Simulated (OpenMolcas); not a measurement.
## Ions of charge +3 along the 3d row with 4 chloride ligands in tetrahedral coordination

```yaml
Program: OpenMolcas
Method: CASSCF
Spin-orbit_coupling: state interaction with AMFI integrals over the reference wave functions
```

The d shell is active. Anionic complexes are neutralised by point charges behind the ligands. Distances were set from a Shannon-type radius of the metal (high-spin where two are listed) plus a fixed donor radius (Cl 1.76 Å). Ligand basis ANO-RCC-VDZP, DKH2 Hamiltonian. States (labels of Td). Energies in cm-1 above the lowest state or level, χT in cm3 K/mol; under a threefold ground state the first gap can be a small split of the lowest multiplet, not the spin-orbit step; 10Dq and B are least-squares fits to the states below 45000 cm-1, weighted by degeneracy, with a free offset, and given where the rms deviation is under 5 % of |10Dq| (or 100 cm-1) and under 700 cm-1; 10Dq is negative for this site. Spin-only χT is S(S+1) / 2 for the spin of the ground state.

| Ion | Shell | R (Å) | Metal basis | Outer charge (e at Å behind ligand) | Ground state | First state of that spin | 10Dq | B (rms of fit) | First gap with spin-orbit (degeneracies) | χT at 300 K | First state of another spin | Spin-only χT |
| --- | --- | --- | --- | --- | --- | --- | --- | --- | --- | --- | --- | --- |
| Ti3+ | 3d1 | 2.3 | ANO-RCC-VDZP | 0.25 at 2.6 | 2E | 2T2 5263 | -5263 |  | 5235 (4, 4) | 0.390 |  | 0.375 |
| V3+ | 3d2 | 2.27 | ANO-RCC-VTZP | 0.25 at 2.4 | 3A2 | 3T2 5437 |  |  | 5385 (3, 1) | 0.975 | 1E 13801 | 1.000 |
| Cr3+ | 3d3 | 2.25 | ANO-RCC-VTZP | 0.25 at 3.2 | 4T1 | 4T2 4776 |  |  | 24.2 (4, 2) | 1.472 | 2E 13350 | 1.875 |
| Mn3+ | 3d4 | 2.27 | ANO-RCC-VDZP | 0.25 at 3.2 | 5T2 | 5E 5652 |  |  | 21.7 (1, 3) | 2.544 | 3T1 17856 | 3.000 |
| Fe3+ | 3d5 | 2.25 | ANO-RCC-VTZP | 0.25 at 2.4 | 6A1 |  | -4182 | 1192 (195) | 30918 (6, 2) | 4.386 | 4T1 30941 | 4.375 |
| Co3+ | 3d6 | 2.24 | ANO-RCC-VDZP | 0.25 at 2.8 | 5E | 5T2 3870 |  |  | 30.1 (1, 3) | 3.490 | 3T1 19529 | 3.000 |
| Ni3+ | 3d7 | 2.23 | ANO-RCC-VDZP | 0.25 at 2.4 | 4A2 | 4T2 3956 |  |  | 3762 (4, 4) | 2.705 | 2S+1 = 2: 19377 | 1.875 |
| Cu3+ | 3d8 | 2.17 | ANO-RCC-VDZP | 0.25 at 2.4 | 3T1 | 3T2 4338 |  |  | 373.4 (1, 3) | 1.692 | 1E 10638 | 1.000 |

The rows also differ in their metal basis and outer charges, so part of each step comes from that.

Every ion keeps the highest spin of its shell. χT departs most from the spin-only value for Ni3+, by +0.830 cm3 K/mol.

Ligand-to-metal charge-transfer states are missing. An orbital doublet at a regular site is open to a Jahn-Teller distortion, which this geometry leaves out (holds for Ti3+; Co3+). With metal d orbitals alone and no dynamic correlation the field as a rule comes out too small, by tens of per cent, by up to half for chloride and softer ligands (holds for Ti3+; V3+; Cr3+; Mn3+; Fe3+). Without dynamic correlation the repulsion within the d shell is too large (B by tens of per cent), so at a given field states of lower spin stand too high (holds for V3+; Cr3+; Mn3+; Fe3+; Co3+; Ni3+; Cu3+). With no ligand orbital active B as a rule stays too high, so bands that hang on it stand too high and its fall with covalency is understated (holds for V3+; Cr3+; Mn3+; Fe3+; Co3+; Ni3+; Cu3+). An orbital triplet at a regular site is open to Jahn-Teller coupling, which can distort the site and quench the lowest spin-orbit gaps and is left out (holds for Cr3+; Mn3+; Cu3+). With metal d orbitals alone and no dynamic correlation the field as a rule comes out too small, by tens of per cent, by up to half for chloride and softer ligands, and the orbital part of g and χT, which goes as 1/10Dq, too large (holds for Co3+; Ni3+). The least metal-like active orbital is 73 % on the metal (Löwdin) and no ligand orbital is active, so the numbers are rough (holds for Cu3+). With metal d orbitals alone and no dynamic correlation the field as a rule comes out too small, by tens of per cent, by up to half for chloride and softer ligands, and with too little covalency χT stands high (holds for Cu3+). No measured value stands beside these numbers; the geometry was imposed, not optimised, and the real ion may take another.

A state without a sure symmetry label is named by its multiplicity alone.
